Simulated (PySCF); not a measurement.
# Assigning NMR signals

Cartesian coordinates in Å; atom numbers follow the order of the lines, from 1:
```xyz
14

F    -2.588    0.907   -0.653
C    -2.064   -0.235   -0.087
C    -0.582   -0.154   -0.011
C     0.223   -1.182    0.289
C     1.647   -0.886    0.330
C     2.001    0.377    0.065
Si    0.462    1.405   -0.303
H    -2.516   -0.314    0.911
H    -2.406   -1.075   -0.704
H    -0.126   -2.185    0.496
H     2.345   -1.678    0.567
H     3.029    0.698    0.070
H     0.381    1.879   -1.682
H     0.193    2.443    0.690
```

Level of theory: σ from GIAO-PBE0/pcSseg-1, geometry: GFN2-xTB, in PySCF 2.14 (isolated molecule, fast rotation and ring inversion assumed for equivalent nuclei, single conformer, relativity neglected).

Chemical shifts δ = σref − σ; TMS for ¹³C, ¹H, all at this level.

Task: Assign these signals to the numbered atoms. ¹³C{¹H} NMR (computed): δ 157.3, 156.2, 143.5, 133.1, 88.6.

Result: 
| δ (ppm) | atoms | environment | reason |
| --- | --- | --- | --- |
| 157.3 | C3 | fully substituted alkene carbon | the olefinic region |
| 156.2 | C5 | alkene CH | as expected for a trigonal carbon in a double bond |
| 143.5 | C4 | alkene CH | – |
| 133.1 | C6 | alkene CH | – |
| 88.6 | C2 | allylic sp3 CH2 bonded to F | the inductive effect lowers its shielding |

C3 and C5 lie closer than the usual error of such a calculation, so a measured spectrum could show them in the other order.

Task: Assign these signals to the numbered atoms. ¹H NMR (300 MHz, computed): δ 7.29 (m, 1H), 6.76 (m, 1H), 6.20 (m, 1H), 5.78 (m, 2H), 4.72 (m, 2H).

Result: 
7.29 → H11, hydrogen on an alkene CH: olefinic region
6.76 → H10, hydrogen on an alkene CH
6.20 → H12, hydrogen on an alkene CH
5.78 → H8/H9, hydrogen on an allylic sp3 CH2 bonded to F: its carbon carries F, hence the downfield position
4.72 → H13/H14, hydrogen on a silicon bonded to 2 C, in a 5-membered ring

Splittings by ¹⁹F in the carbon and heteronuclear signals aren't shown, as no couplings were computed. Shifts are as computed. Against solution values, carbons near 30 ppm lie about +3 ppm off and those near 130 ppm about +5 ppm. Of 1211 compounds with measured shifts, 218 miss one by over three times the rms of a fit or turn the order of signals round; such compounds aren't used in these exercises. No couplings were computed; multiplicities are counted from neighbouring protons, with m where these are inequivalent, close in shift, in a saturated or five-membered ring or joined by F or P, and br s for small geminal =CH2 splittings.
